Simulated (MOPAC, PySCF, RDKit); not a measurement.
Complex: AsH3 (SMILES [AsH3]) (first 4 atoms) with HI (SMILES I); geometry from B3LYP-D3(BJ)/def2-TZVP, rigid monomers moved along the line of their centres of mass till As1···H6 is 3.78 Å.
(charge 0, multiplicity 1):
```xyz
6

As     0.033     0.584     0.372
H     -0.773     1.779    -0.116
H     -0.226    -0.216    -0.896
H      1.345     1.148    -0.152
I     -0.498    -1.483     5.343
H     -0.339    -0.863     3.847
```

Counterpoise-corrected where a basis set is named; no monomer relaxation. Rows marked so take none. RDKit's UFF carries no charges.

Rows in STO-3G carry no dispersion term and start afresh at each structure; the Pople sets are all-electron and without relativity. The state reached by PM7 isn't checked; PM7 holds dispersion and hydrogen-bond terms.

The values were computed with MOPAC for PM7 (differences of heats of formation); PySCF for STO-3G rows; RDKit for the force fields. Values without a source in brackets are computed.

Task: One of these levels gives -12.6 meV for the interaction energy. Which one is it?
A) PM7
B) UFF
C) HF/STO-3G (no counterpoise)

Result: B, UFF. The others give -53.2 (PM7), -29.1 (HF/STO-3G (no counterpoise))
